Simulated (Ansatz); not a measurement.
Program: Ansatz. Geometries: PBE0-D4/def2-TZVP. ΔE: electronic, gas phase. CCSD(T)/CBS is the MP2 limit (def2-TZVPP, def2-QZVPP) plus CCSD(T) − MP2 in def2-TZVPP, frozen cores. This one scheme is used for every species. Each species was taken in one conformer, which may not be the lowest.

`COB(S)O[SiH3]` + CH₃OH → `COB(S)OC` + `O[SiH3]`  (ligand exchange at a B–O bond)

`COB(S)O[SiH3]`:

Cartesian coordinates in Å:
```
C 1.170 1.429 -1.322
O 1.102 1.219 0.075
B 0.321 0.263 0.626
S 0.318 0.088 2.447
O -0.449 -0.558 -0.138
Si -1.562 -1.745 0.130
H 2.193 1.244 -1.657
H 0.914 2.469 -1.532
H 0.488 0.770 -1.864
H 1.168 1.105 2.656
H -1.275 -2.450 1.405
H -2.917 -1.143 0.180
H -1.472 -2.691 -1.008
```

CH₃OH:

Z-matrix (Å, degrees):
```
C
O 1 1.409
H 1 1.097 2 112.4
H 1 1.090 2 107.0 3 -118.5
H 1 1.097 2 112.4 3 123.0
H 2 0.959 1 108.5 3 -61.6
```

`COB(S)OC`:

Z-matrix (Å, degrees):
```
C
O 1 1.411
H 1 1.090 2 107.7
H 1 1.094 2 111.1 3 119.3
H 1 1.094 2 111.1 3 -119.3
B 2 1.357 1 122.1 3 179.9
O 6 1.355 2 120.1 1 180.0
S 6 1.830 2 121.0 1 0.0
C 7 1.416 6 120.0 2 0.0
H 8 1.341 6 94.2 2 180.0
H 9 1.090 7 107.3 6 -179.9
H 9 1.093 7 111.1 6 -60.3
H 9 1.093 7 111.1 6 60.6
```

`O[SiH3]`:

Z-matrix (Å, degrees):
```
Si
O 1 1.648
H 1 1.489 2 111.7
H 1 1.489 2 111.7 3 120.9
H 1 1.481 2 105.9 3 -119.6
H 2 0.957 1 117.9 3 -60.5
```

```
        species  CCSD(T)/CBS(def2) energy (Eh)
`COB(S)O[SiH3]`                     -904.41731
          CH₃OH                     -115.61712
     `COB(S)OC`                     -653.34496
      `O[SiH3]`                     -366.69042
```

Q: Work out ΔE.

A: ΔE = (-653.34496) + (-366.69042) − (-904.41731) − (-115.61712) = -0.00095 Eh = -0.03 eV.

Largest T1 diagnostic among the species: 0.012.

In def2-TZVPP, CCSD(T) changes the Hartree–Fock value by −0.05 eV (the triples alone add −0.01 eV) and MP2 by −0.06 eV.
